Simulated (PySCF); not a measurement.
## Löwdin shares of the frontier orbitals

C₄H₁₀OP₂.
Z-matrix (Å and degrees, GFN2-xTB geometry), rows numbered from 1:
```
P 
P   1  2.1738
C   2  1.8663  1   98.41
C   3  1.5285  2  108.68  1   155.52
O   4  1.4065  3  113.09  2   -65.59
C   5  1.4065  4  113.37  3    66.15
C   6  1.5285  5  113.19  4   -65.86
H   1  1.3932  2   92.65  3    85.91
H   1  1.3933  2   92.75  3   178.28
H   3  1.0923  2  109.43  1   -84.78
H   3  1.0937  2  110.33  1    35.23
H   4  1.0935  3  110.24  2   176.93
H   4  1.1024  3  109.46  2    57.35
H   6  1.1022  5  109.87  4    56.83
H   6  1.0935  5  105.21  4   173.75
H   7  1.0923  2  109.33  1    84.97
H   7  1.0938  2  110.28  1   -34.90
```

Computed with TDDFT wB97X-D/def2-SVPD, vertical, gas phase, core orbitals frozen in the response in PySCF.

Kohn–Sham orbitals with the atoms that hold most of them (Löwdin shares over 4%, at most four atoms; ? is withheld):

| orbital | ε (eV) | atoms |
| --- | --- | --- |
| LUMO+2 | 2.40 | P2 26%, C3 12%, C7 10%, P1 10% |
| LUMO+1 | 2.39 | P1 32%, H8 13%, P2 13%, H9 13% |
| LUMO | ? | P1 36%, P2 23%, C7 5%, C3 5% |
| HOMO | -8.22 | ? |
| HOMO-1 | -9.42 | ? |
| HOMO-2 | -10.30 | P1 25%, P2 18%, O5 13%, C4 6% |
| HOMO-3 | -10.66 | P2 21%, C7 19%, C3 18%, C6 6% |

Question: Which atoms hold the HOMO, and with what shares?

Answer: P2 (bonded to 2 C and P) 48%; P1 (bonded to P and 2 H) 29%; C7 (bonded to C, P and 2 H) 7%; C3 (bonded to C, P and 2 H) 7%. By element: phosphorus 76%, carbon 14% or more.

Question: Give the leading atoms of the HOMO-1.

Answer: O5 (bonded to 2 C) 49%; C3 (bonded to C, P and 2 H) 8%; C7 (bonded to C, P and 2 H) 8%; C6 (bonded to C, O and 2 H) 8%. By element: oxygen 49%, carbon 25% or more.

Question: What is the LUMO energy, and the HOMO–LUMO gap?

Answer: ε(LUMO) = 1.70 eV; the gap is 9.93 eV (0.3648 hartree).

Question: How does S1 compare with the orbital gap of 9.93 eV?

Answer: S1 is at 5.73 eV (f = 0.171), 4.20 eV below the gap, made of HOMO→LUMO (91%). 

Question: Give energy, strength and leading configuration of S1 and S5, and follow the Löwdin shares of the leading atoms from the occupied to the empty orbital.

Answer: 
- S1 (5.73 eV, f 0.171), HOMO→LUMO (91%): P2 48% → 23%, P1 29% → 36%
- S5 (7.19 eV, f 0.081), HOMO-1→LUMO (87%): O5 49% → at most 5%, C3 8% → 5%, P1 at most 9% → 36%, P2 at most 9% → 23%

On one thread, x86-64 server (shared host), this took 51 s.

One conformer stands for the species.
